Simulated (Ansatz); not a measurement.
Spectroscopic constants of LiN, multiplicity 3 (lowest of 2S+1 = 1, 3, 5 at CCSD(T)/def2-TZVPP on PBE0 minima; our sources give no spin for the ground state, which may be another).

D_e counts from the fitted minimum to each atom's lowest state at the same level, without counterpoise.

Correlated levels freeze the inner cores; with def2 sets outer-core shells near the valence are correlated too.

Codes used: Ansatz (Gaussian basis) for Hartree–Fock, density functionals and correlated methods. Values without a source in brackets are computed.

PBE/def2-TZVPP gives 43.35 kcal/mol for the bond energy D_e.

### Question
Predict the shift from PBE, with its sign, for: r2SCAN/def2-TZVPP, PBE0/def2-TZVPP, wB97M-V/def2-TZVPP, B2PLYP/def2-TZVPP, CCSD(T)/def2-QZVPP.

### Answer
r2SCAN/def2-TZVPP -6.76; PBE0/def2-TZVPP -5.86; wB97M-V/def2-TZVPP -1.11; B2PLYP/def2-TZVPP -5.03; CCSD(T)/def2-QZVPP -7.12 kcal/mol. 0 of 5 lie above PBE; the widest gap is to CCSD(T)/def2-QZVPP.

Ansatz is an electronic-structure program.
